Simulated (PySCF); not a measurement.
PBEsol on B⁻ (boron, charge -1), [He] 2s2 2p2, high-spin 3P determinant. Computed with PySCF 2.14 in aug-cc-pVTZ-DK (5s4p3d2f, 46 functions), with scalar relativity by spin-free X2C-1e.

```
cycle= 1 E= -24.503217858482  delta_E= -0.00438  |g|= 0.0279  |ddm|= 0.367
cycle= 2 E= -24.4977295930674  delta_E= 0.00549  |g|= 0.0668  |ddm|= 0.374
cycle= 3 E= -24.5044608787592  delta_E= -0.00673  |g|= 0.00281  |ddm|= 0.258
cycle= 4 E= -24.5044741928618  delta_E= -1.33e-05  |g|= 0.00085  |ddm|= 0.0154
cycle= 5 E= -24.5044754515228  delta_E= -1.26e-06  |g|= 8.2e-05  |ddm|= 0.00383
cycle= 6 E= -24.5044754624346  delta_E= -1.09e-08  |g|= 7.34e-06  |ddm|= 0.000303
cycle= 7 E= -24.5044754625164  delta_E= -8.18e-11  |g|= 1.34e-07  |ddm|= 2.97e-05
converged SCF energy = -24.5044754625164  <S^2> = 2.0025247  2S+1 = 3.0016827
```

Highest occupied orbital energy: 1.853 eV; ⟨L²⟩ = 2.01; populations by l: s 4.00, p 2.00, d 0.00, f 0.00.

(1) Can this result be used?

Answers

(1) With care. Self-consistency was reached. At PBEsol the highest occupied level has a positive energy, so only the finite basis holds that electron; in a semilocal or global hybrid functional this comes from self-interaction and does not mean that the real anion is unbound.
